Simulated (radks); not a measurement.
Kr+, 35 electrons, occupied as [Ar] 3d10 4s2 4p5.

Method: Dirac Kohn-Sham, LDA (Slater exchange, Perdew-Wang correlation), spin-unpolarised, spherical densities, point nucleus; open shells are shared between the two j in proportion to 2j + 1; speed of light set to 205.554 atomic units (1.5 times the physical value, a model run); computed with a radial shooting solver on a logarithmic mesh with Libxc functionals.

Energy parts (eV):
part                       energy
total                  -75258.612
kinetic                 76085.504
electron-nucleus      -180439.271
Hartree                 31598.793
exchange-correlation    -2503.638

Orbitals (lengths in bohr, moments of r in powers of bohr; <r^-3> diverges for s and p1/2):
orbital     occ.  eigenvalue (eV)     <r^2>  <r^-3>
1s1/2          2        -13999.76  0.002377       -
2s1/2          2        -1840.548   0.04080       -
2p1/2          2        -1666.912   0.03133       -
2p3/2          4        -1643.571   0.03197    1404
3s1/2          2        -269.4687    0.3323       -
3p1/2          2        -207.9081    0.3423       -
3p3/2          4        -204.4780    0.3482   207.8
3d3/2          4         -94.9928    0.3777   27.27
3d5/2          6         -94.4098    0.3800   26.84
4s1/2          2         -33.5997     2.744       -
4p1/2    1.66667         -19.9131     3.834       -
4p3/2    3.33333         -19.5936     3.904   19.42

The highest occupied level is 4p3/2 at -19.594 eV. The density falls to 0.001 e/bohr^3 at r = 3.74 bohr.
